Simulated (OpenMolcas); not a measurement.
# Se2+: effect of the IPEA shift

```json
{
  "Program": "OpenMolcas",
  "Basis": "ANO-RCC [9s8p6d4f2g]",
  "Scalar Hamiltonian": "DKH2, point nucleus",
  "Active space": "4 electrons in 9 orbitals (RAS2 4s 4p; RAS3 4d, at most 2 electrons)",
  "State averaging": "2S+1 = 3 even, 6 roots; 2S+1 = 1 even, 12 roots; 2S+1 = 5 odd, 1 root; 2S+1 = 3 odd, 8 roots; 2S+1 = 1 odd, 8 roots",
  "Spin-orbit coupling": "state interaction with AMFI integrals over the reference wave functions, term energies averaged over their components"
}
```

Methods on the same reference wave functions:
A. RASSCF
B. MS-RASPT2, IPEA 0 Eh, imaginary shift 0.1 Eh (closed shells correlated: 3d)
C. MS-RASPT2, IPEA 0.25 Eh, imaginary shift 0.1 Eh (closed shells correlated: 3d)

Energies in cm-1 above 4s2 4p2 3P0, the measured ground level; measured values from Moore, Atomic Energy Levels, vol. II, NSRDS-NBS 35 (1971 reprint of NBS Circular 467, 1952).

```json
{"Level": "4s2 4p2 3P0", "A": "0.0", "B": "0.0", "C": "0.0", "Measured": "0.0"}
{"Level": "4s2 4p2 3P1", "A": "1499", "B": "1538", "C": "1535", "Measured": "1741"}
{"Level": "4s2 4p2 3P2", "A": "3547", "B": "3550", "C": "3550", "Measured": "3937"}
{"Level": "4s2 4p2 1D2", "A": "14492", "B": "12900", "C": "12930", "Measured": "13032"}
{"Level": "4s2 4p2 1S0", "A": "30227", "B": "27850", "C": "28020", "Measured": ""}
{"Level": "4s 4p3 5S* 2", "A": "60181", "B": "66020", "C": "66010", "Measured": ""}
{"Level": "4s 4p3 3D* 1", "A": "88939", "B": "91040", "C": "91240", "Measured": ""}
{"Level": "4s 4p3 3D* 2", "A": "88989", "B": "91090", "C": "91300", "Measured": "92723"}
{"Level": "4s 4p3 3D* 3", "A": "89361", "B": "91490", "C": "91690", "Measured": ""}
{"Level": "4s 4p3 3P* 2", "A": "104060", "B": "105100", "C": "105360", "Measured": ""}
{"Level": "4s 4p3 3P* 0", "A": "104086", "B": "105120", "C": "105380", "Measured": ""}
{"Level": "4s 4p3 3P* 1", "A": "104166", "B": "105210", "C": "105470", "Measured": "106591"}
```

Deviations, from unrounded energies. A percentage is the sum of absolute deviations over the sum of measured energies, with the sign that they share, or ± where signs differ.

| Against measurement | Levels | A | B | C |
| --- | --- | --- | --- | --- |
| mean absolute deviation (cm-1) | 5 | 1700 | 750 | 650 |
| fine structure of the ground term (%) | 2 | -11.1 | -10.4 | -10.5 |
| other terms of the ground configuration (%) | 1 | +11.2 | -1.0 | -0.8 |
| other configurations (%) | 2 | -3.1 | -1.5 | -1.3 |

C lies closest to measurement on these levels and A furthest from it. The largest miss of C in the table is 4s 4p3 3D* 2, by -1400 cm-1. The ranking rests on the paired levels alone, and a cruder setting can come out closer through cancelling errors.

Between B and C the level of the table that moves most is 4s 4p3 3P* 0, by 260 cm-1 (lowest in B, highest in C). Moves below CASPT2's spread within the term are not significant.

From A to B the spin-free energies of the other terms of 4s2 4p2 shown, above 3P, scale by factors of 0.86 to 0.91.

The lowest spin-free term lies below A's lowest term by 0.251 hartree in B, 0.250 hartree in C.

CASPT2 breaks the degeneracy within a term, and the mean is taken; among the terms shown or strongly mixed into the levels shown the widest spread is 23 cm-1 (4s 4p3 3D*, C). The run also gave levels led by 4s 4p2 4d, 4s2 4p 4d, which use shells meant for correlation; these and all levels above them are left out. Some terms mix strongly with configurations of 4d, whose occupation reaches 0.19 (4s 4p3 3D*, 4s 4p3 3P*). Measured partners are found by configuration, term and J. A level has none where our copy of the source lacks it or the pairing is in doubt (some pairs that miss far off the trend of their configuration count as doubtful), and it then counts in no deviation. Only configurations of the active space appear. The table leaves out levels that lie high or whose names do not pair safely across all columns.

* marks odd parity.
